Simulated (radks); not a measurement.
The numbers below are computed, except where a source is named.
The silver ion Ag2+ inside a hard spherical wall (all orbitals vanish at R), configuration held at [Kr] 4d9 and not refilled when levels cross. Code: a radial shooting solver on a logarithmic mesh with Libxc functionals. Model: scalar-relativistic Kohn-Sham, r2SCAN, spin-unpolarised, spherical densities, finite nucleus; meta-GGA in the generalised Kohn-Sham scheme; Fermi nuclear charge, rms radius 4.5454 fm. Eigenvalues in eV, with the zero of energy where the potential of the charges vanishes at infinity; a dash marks a level that is unbound or too diffuse for the functional's potential to be trusted. A positive occupied level is held by the wall or, in an anion where self-interaction has pushed it up, behind a barrier. The pressure on the wall is -dE/dV.

R (bohr)  E (hartree)  kinetic (hartree)    e(3d)    e(4s)    e(4p)    e(4d)  e(5s, empty)  e(5p, empty)  pressure (GPa)
free      -5315.56960           5522.411  -384.50  -120.26  -82.772  -29.114       -20.043       -13.455               0
15        -5315.56960           5522.411  -384.50  -120.26  -82.772  -29.114       -20.043       -13.455        < 0.0001
10        -5315.56960           5522.411  -384.50  -120.26  -82.772  -29.114       -20.043       -13.454        < 0.0001
8         -5315.56960           5522.411  -384.50  -120.26  -82.772  -29.114       -20.041       -13.430        0.000108
7         -5315.56959           5522.411  -384.50  -120.26  -82.771  -29.113       -20.029       -13.352         0.00190
3.5       -5315.47174           5523.135  -382.20  -118.32  -80.926  -27.271       -13.686        -2.650            45.4
3         -5315.23560           5524.547  -378.72  -115.59  -78.320  -24.455        -5.266         8.713             216
2.5       -5314.36481           5529.169  -370.00  -109.20  -72.092  -17.214        15.942        34.923            1200
2         -5310.66336           5546.640  -346.41  -92.903  -55.206    3.345        75.552        102.65            8520
1.5       -5291.49770           5621.440  -278.42  -39.878    2.935   72.247        270.06        308.10           84900
